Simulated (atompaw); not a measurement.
Cutoff test, boron, PAW (atompaw)

boron, PAW, made with atompaw 4.2.0.5 (PBE, scalar-relativistic). Core [He], reference 2s1.5 2p1.5. Waves: 2s (bound); 2s channel at 0.15 Ry; 2p (bound); 2p channel at 0.25 Ry. Local part: troulliermartins scheme with l = 2 at 1 Ry, radius 1.80 bohr. Core correction: smooth core density matched at 1.95 bohr. Augmentation charge: besselshape compensation charge, radius 1.90 bohr; PAW radius 2.45 bohr; waves and projectors: bloechl.

The pseudo-atom Hamiltonian at the reference potential is diagonalised in spherical Bessel functions j_l(qr) that vanish at 20 bohr, with q² up to the cutoff. All-electron valence levels (Ry): 2s -0.7125, 2p -0.2824.

Problem. How do the lowest levels (Ry) of each channel move with the cutoff, and are there ghosts?

Solution.

```csv
cutoff (Ry),s #1,s #2,p #1,p #2,d #1,d #2,f #1,f #2,Σ f·Δε (mRy)
8,-0.7005,-0.0156,-0.2677,0.0278,0.0648,0.1574,0.1123,0.2420,40.1
12,-0.7098,-0.0160,-0.2790,0.0272,0.0647,0.1574,0.1123,0.2420,9.2
15,-0.7114,-0.0160,-0.2812,0.0271,0.0647,0.1574,0.1123,0.2420,3.5
21,-0.7121,-0.0161,-0.2821,0.0271,0.0647,0.1574,0.1123,0.2420,1.1
25,-0.7121,-0.0161,-0.2823,0.0271,0.0647,0.1574,0.1123,0.2420,0.8
35,-0.7124,-0.0161,-0.2824,0.0270,0.0647,0.1574,0.1123,0.2420,0.3
400,-0.7125,-0.0161,-0.2824,0.0268,0.0647,0.1574,0.1123,0.2420,0.0
```

Result: no extra level below or beside the all-electron valence levels (s, p, d, f tested); 10 mRy is reached at 12 Ry and 1 mRy at 25 Ry.
